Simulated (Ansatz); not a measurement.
Breaking the Se4–H5 bond in BH3Se (SMILES B[SeH]) (multiplicity 1 held, fragments rigid). Energies count from the point at 1.473 Å.
Geometry at that point (charge 0, multiplicity 1):
| atom | x (Å) | y (Å) | z (Å) |
|---|---|---|---|
| B | 0.4501 | -0.0398 | -1.5025 |
| H | -0.2892 | -0.5600 | -2.2704 |
| H | 1.4866 | 0.4372 | -1.8194 |
| Se | -0.1317 | -0.0109 | 0.3152 |
| H | 1.0302 | 0.6917 | 0.8871 |

Restricted levels (R-, RO-) in cc, def2 and unpolarised 6-31G sets keep to the state of the molecule at rest. Unrestricted levels (U-) break spin symmetry where that is lower. Active spaces are followed from a long bond inwards. Levels need not reach the same state.

Correlated levels freeze the cores. Filled d and f shells under p-block atoms count as core.

Codes used: Ansatz (Gaussian basis) for Hartree–Fock, density functionals and correlated methods. Each number belongs to the level named beside it.

Energies in kcal/mol.

```tsv
R (Å)	R-HF/cc-pVDZ	U-HF/cc-pVDZ	R-CCSDT(Q)/cc-pVDZ	SC-NEVPT2 on CASSCF(4,3)/cc-pVDZ	FIC-MRCISD+Q on CASSCF(4,3)/cc-pVDZ
1.179	35.4	35.4	37.5	39.5	37.5
1.326	6.1	6.1	7.3	8.3	7.3
1.473	0.0	0.0	0.0	0.0	0.0
1.621	5.7	5.7	4.1	3.3	4.1
1.768	17.1	17.1	13.4	12.0	13.4
1.989	38.1	36.7	29.9	27.9	30.0
2.210	59.3	47.3	45.0	42.7	45.0
2.578	90.5	53.9	62.1	59.7	62.2
2.947	115.2	55.7	70.4	68.1	70.6
3.389	137.5	56.3	74.0	71.9	74.4
3.978	157.9	56.5	75.1	73.2	75.7
4.715	172.9	56.6	75.3	73.5	76.0
```

Doubts at one or more of the structures used: a restricted determinant that unrestricted orbitals would lower (R-HF/cc-pVDZ, R-CCSDT(Q)/cc-pVDZ); a spin-contaminated determinant (U-HF/cc-pVDZ); other coupled-cluster roots lie near (R-CCSDT(Q)/cc-pVDZ); active orbitals that take no part (SC-NEVPT2 on CASSCF(4,3)/cc-pVDZ, FIC-MRCISD+Q on CASSCF(4,3)/cc-pVDZ).

Ansatz is an electronic-structure program.
